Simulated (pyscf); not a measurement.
`[F][CH][CH2][F]`, doublet

Gas-phase minimum from PySCF at ωB97X-D3(BJ)/def2-SVP, one conformer. F–CH•–CH₂–F lies 11.4 kcal/mol over its isomer H₃C–C•(F)–F (electronic energy, ωB97M-D3(BJ)). 

```xyz
7

F      0.8746     1.0508     0.1236
C      0.3904    -0.1089    -0.3227
C     -0.9162    -0.5400     0.2140
F     -1.9802     0.0718    -0.4444
H      0.7982    -0.4222    -1.2895
H     -0.9809    -0.2804     1.2842
H     -1.0240    -1.6310     0.0946
```
Charge 0, spin multiplicity 2.

Bonds (Å): F1–C2 1.334, C2–C3 1.477, C2–H5 1.095, C3–F4 1.393, C3–H6 1.103, C3–H7 1.103. Angles (°): F1–C2–C3 117.0, F1–C2–H5 114.1, C3–C2–H5 124.5, C2–C3–F4 112.1, C2–C3–H6 109.6, C2–C3–H7 109.6, F4–C3–H6 108.1, F4–C3–H7 108.0, H6–C3–H7 109.4.

Properties at ωB97X-D3(BJ)/def2-SVP:

```yaml
harmonic_wavenumbers_unscaled: 115, 300, 448, 596, 924, 1037, 1126, 1248, 1279, 1378, 1462, 1486, 3085, 3153, 3230 cm⁻¹
zero_point_energy: 29.8 kcal/mol
rotational_symmetry_number: 1
Entropy of this conformer at 298 K and 1 atm, rigid rotor and harmonic oscillator, modes under 100 cm⁻¹ raised to 100: 293.7 J/(mol K)
dipole_moment: 1.85 D
Spin expectation value S2: 0.753
```

Single-point totals, which compare only within one level (frozen core for MP2 and CC):

| level | total energy (hartree) |
|---|---|
| ωB97X-D3(BJ)/def2-TZVP | -277.79394 |
| PBE/def2-TZVP | -277.45367 |
| r²SCAN/def2-TZVP | -277.61801 |
| B3LYP-D3(BJ)/def2-TZVP | -277.75531 |
| PBE0-D3(BJ)/def2-TZVP | -277.46361 |
| M06-2X/def2-TZVP | -277.63575 |
| ωB97M-D3(BJ)/def2-TZVP | -277.79492 |
| UHF/def2-TZVPP | -276.41708 |
| MP2/def2-TZVPP | -277.22061 |
| CCSD/def2-TZVPP | -277.24464 |
| CCSD(T)/def2-TZVPP | -277.27137 |

Soft torsions are taken as harmonic, which can shift the entropy by several J/(mol K). The CCSD(T) − MP2 part came from Ansatz, without density fitting, on the same reference.
